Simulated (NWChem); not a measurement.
Species: C$_{2}$H$_{7}$NSe; SMILES [SeH]N(C)C

```xyz
11

Se     0.0024     0.9698     0.0700
H      0.0034     1.4027    -1.3419
N      0.0014    -0.8518    -0.2965
C     -1.2096    -1.5393     0.0925
C      1.2109    -1.5409     0.0947
H     -1.1982    -2.5525    -0.3455
H     -1.3374    -1.6536     1.1902
H     -2.0889    -1.0114    -0.3014
H      1.3365    -1.6555     1.1926
H      1.1989    -2.5541    -0.3434
H      2.0916    -1.0142    -0.2977
```
Atoms are numbered in this order, from 1.

Level: PBE0/def2-SVP (NWChem), optimised geometry, unscaled harmonic frequencies. This build's default masses of Se (78.918 u) and Br (79.917 u) are each other's, which moves their modes by up to 0.6 %.

```
frequency (cm⁻¹)  IR intensity (km/mol)
----------------  ---------------------
202                                 6.2
203                                 1.5
228                                 0.7
270                                 5.6
328                                 0.3
350                                 0.4
564                                 3.3
847                                 4.2
1012                               40.2
1061                                6.8
1112                                2.1
1158                                6.0
1251                                5.1
1271                               36.1
1414                                0.2
1435                                6.9
1452                               13.0
1471                               19.1
1472                                9.3
1486                                3.0
2400                               42.5
2973                               47.9
2977                              126.5
3080                               63.5
3081                                3.0
3161                                8.1
3163                               12.1
```

```json
{
  "zero_point_energy": "56.3 kcal/mol",
  "thermal correction to the enthalpy at 298.15 K (with zero-point energy)": "60.7 kcal/mol",
  "heat capacity Cv": "20.1 cal/(mol K)",
  "entropy at 298.15 K and 1 atm (symmetry number 1)": "77.6 cal/(mol K)",
  "dipole_moment": "0.72 D"
}
```

Rigid rotor and harmonic oscillator.
